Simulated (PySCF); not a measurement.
**Orbital picture of MnCl**

UHF at R = 2.238 Å; Mn x2c-TZVPPall, Cl x2c-TZVPPall; spin-free X2C with a Gaussian nucleus (PySCF 2.14). State: ⁷Σ⁺ (septet), unpaired electrons σ ↑↑, π ↑↑, δ ↑↑. Only the outer orbitals are listed, counted within each symmetry.

| spin | orbital | occ. | ε (eV) | on Mn (%) | main shells (%) |
| --- | --- | --- | --- | --- | --- |
| α | 11σ | 1 | -12.60 | 25 | 74 Cl p, 17 Mn s |
| α | 5π | 1 | -11.46 | 5 | 95 Cl p |
| α | 5π | 1 | -11.46 | 5 | 95 Cl p |
| α | 12σ | 1 | -8.02 | 92 | 65 Mn s, 26 Mn p, 8 Cl p |
| α | 6π | 0 | 1.28 | 98 | 95 Mn p |
| α | 6π | 0 | 1.28 | 98 | 95 Mn p |
| α | 13σ | 0 | 3.44 | 104 | 47 Mn p, 42 Mn s, 15 Mn d |
| β | 10σ | 1 | -12.68 | 10 | 88 Cl p |
| β | 4π | 1 | -11.57 | 4 | 96 Cl p |
| β | 4π | 1 | -11.57 | 4 | 96 Cl p |
| β | 11σ | 0 | 0.32 | 99 | 90 Mn s |
| β | 5π | 0 | 3.00 | 100 | 98 Mn p |
| β | 5π | 0 | 3.00 | 100 | 98 Mn p |

Q: Which are the highest filled and the lowest empty level, where do they sit, and how wide is the gap?

A: Highest filled α 12σ at -8.02 eV (in %: 65 Mn s, 26 Mn p, 8 Cl p); lowest empty β 11σ at 0.32 eV (in %: 90 Mn s); the gap at UHF is 8.34 eV. An empty level above zero is unbound, and its energy depends on the basis.

```json
{
 "bond order (Mayer)": "0.78",
 "⟨S²⟩": "12.004",
 "charge on Mn (Mulliken, basis-dependent)": "0.58",
 "charge on Mn (Löwdin, basis-dependent)": "0.09",
 "dipole moment (positive dipole means Mn(−)Cl(+))": "-3.30 D",
 "polarisability along the bond": "51.5 bohr³",
 "polarisability across the bond": "56.0 bohr³"
}
```

Shares are Mulliken populations and can fall outside 0 to 100 %.

With d or f electrons several states lie close, and the lowest PBE0 determinant need not be the measured ground state.
